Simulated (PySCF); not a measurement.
## Bond curve of InS

Set-up: basis In def2-SVP with ECP28, S def2-SVP; scalar-relativistic core potentials; PySCF 2.14. Energies in eV from In + S in their ground configurations at the same level. State: ²Σ⁺ (doublet), unpaired electrons σ ↑.

All columns are PBE0. A positive dipole means In(−)S(+).

| R (Å) | E (eV) | μ (D) | Mulliken charge on In (basis-dependent) | HOMO (eV) | LUMO (eV) | Mayer bond order | ⟨S²⟩ |
| --- | --- | --- | --- | --- | --- | --- | --- |
| 1.979 | -2.036 | -3.06 | 0.23 | -6.89 | -3.99 | 2.23 | 0.75 |
| 2.071 | -2.663 | -3.34 | 0.25 | -7.00 | -4.13 | 2.13 | 0.76 |
| 2.163 | -2.992 | -3.58 | 0.28 | -6.84 | -4.23 | 2.01 | 0.76 |
| 2.232 | -3.103 | -3.75 | 0.30 | -6.70 | -4.28 | 1.91 | 0.76 |
| 2.301 | -3.131 | -3.92 | 0.32 | -6.57 | -4.30 | 1.81 | 0.76 |
| 2.370 | -3.100 | -4.09 | 0.33 | -6.44 | -4.31 | 1.71 | 0.76 |
| 2.462 | -2.995 | -4.32 | 0.35 | -6.27 | -4.28 | 1.58 | 0.76 |
| 2.577 | -2.803 | -4.66 | 0.38 | -6.06 | -4.21 | 1.43 | 0.76 |
| 2.715 | -2.528 | -5.12 | 0.40 | -5.82 | -4.07 | 1.28 | 0.76 |
| 2.899 | -2.139 | -5.80 | 0.43 | -5.51 | -3.87 | 1.13 | 0.76 |

A fit through these points gives, at Re = 2.295 Å, μ = -3.91 D and dμ/dR = -2.41 D/Å; the reduced mass is 25.01 u.

How strong is the fundamental in the double-harmonic approximation, I = 42.26·(dμ/dR)²/μred km/mol?

I = 42.26·(-2.41)²/25.01 = 9.81 km/mol at PBE0.

Spin–orbit coupling is left out, which matters for elements this heavy, above all for dissociation energies. The state is the lowest determinant that a PBE0 search found; another state may lie lower at other levels.
